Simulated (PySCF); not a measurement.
Ionisation energy of Ge⁺ by level of theory

Ge⁺ [Ar] 3d10 4s2 4p1 (2P) → Ge²⁺ [Ar] 3d10 4s2 (1S), as a difference of total energies. Calculation: PySCF 2.14, in aug-cc-pwCVDZ-PP with ECP10MDF; a scalar-relativistic core potential. Correlated levels: valence: 3s2 3p6 3d10 frozen; valence and next inner shell: nothing frozen outside the core potential. The calculations carry no spin-orbit coupling.

```csv
method,ionisation energy (eV),error (eV)
UHF,15.230,-0.559
LDA,15.802,+0.013
PBE,15.691,-0.098
PBE0,15.735,-0.054
r2SCAN,15.912,+0.123
BHandHLYP,15.681,-0.108
r2SCAN0,15.906,+0.117
TPSS,15.726,-0.063
HSE06,15.748,-0.041
MP2 (valence),15.409,-0.380
SCS-MP2 (valence),15.390,-0.399
MP2 (valence and next inner shell),15.524,-0.265
SCS-MP2 (valence and next inner shell),15.463,-0.326
```

Reference: 15.789 eV (measured; NIST levels, between the centres of gravity of the two terms).

Errors of the correlated levels include the incompleteness of this basis and the frozen core.
